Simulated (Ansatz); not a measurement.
Reaction (redistribution): `F[SiH](F)S` + `[F][In]([O][SiH3])[O][SiH3]` → `F[SiH](F)O[SiH3]` + `[F][In]([SH])[O][SiH3]`

Calculated with Ansatz (gas phase, PBE0-D4/def2-TZVP geometries, no zero-point term in ΔE). CCSD(T)/CBS is the MP2 limit (def2-TZVPP, def2-QZVPP) plus CCSD(T) − MP2 in def2-TZVPP, frozen cores. Functionals use def2-TZVPP. B3LYP here is the variant with VWN-RPA as its local correlation; programs differ in this. def2 core potentials past Kr. For In outer-core shells are correlated without core-valence functions, which leaves a few kJ/mol of doubt a bond. One conformer a species, not always the lowest.

CCSD(T)/CBS gives -1.43 eV.

(1) Another level gave -1.55 eV. Which?
A. CCSD(T)/def2-TZVPP
B. B2PLYP/def2-TZVPP
C. PBE-D4/def2-TZVPP
D. B3LYP/def2-TZVPP

Largest T1 diagnostic among the species: 0.016.

Results:

(1) D. B3LYP -1.55, CCSD(T)/def2-TZVPP -1.46, PBE-D4 -1.35, B2PLYP -1.50 eV.

From PBE to PBE0 (25 % exact exchange), in def2-TZVPP and without D4, ΔE moves by −0.09 eV. In def2-TZVPP, CCSD(T) changes the Hartree–Fock value by +0.24 eV (the triples alone add +0.05 eV) and MP2 by +0.23 eV. The D4 term adds +0.04 eV with B3LYP and +0.03 eV with PBE0; it sums over pairs of atoms, weighted by their polarisabilities, and B3LYP, whose exchange is more repulsive, gets the larger term.
